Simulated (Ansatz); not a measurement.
Frontier orbitals of `BC#C[O][AlH2]`.

```xyz
9

B    -0.317   -0.315    2.605
C    -0.397    0.001    1.156
C    -0.462    0.260   -0.031
O    -0.556    0.543   -1.268
Al    0.507    0.209   -2.601
H     0.606   -0.943    3.038
H    -1.173    0.056    3.355
H    -0.045    0.755   -3.964
H     1.838   -0.566   -2.291
```

Charge 0, multiplicity 1. The geometry is a stationary point of PBE0-D4/def2-TZVP. Basis def2-TZVPP, the Gaussian-basis code of Ansatz.

Orbital energies of one run (eV). Highest occupied ones, from the top: -5.68, -6.58, -8.11, -8.26, -9.02, -9.99, -11.02, -11.32, -12.83, -15.03, -18.33, -27.42, -70.01, -70.12. Empty: -2.90, -2.22, -1.20, -0.49, 0.97, 1.24.

**Question.** Which functional gave them?
A. HSE06 (plane-wave form)
B. PBE
C. CAM-B3LYP
D. ωB97M-V

**Answer.** B. HOMO energies: PBE -5.68, ωB97M-V -9.08, CAM-B3LYP -8.21, HSE06 -6.47 eV.
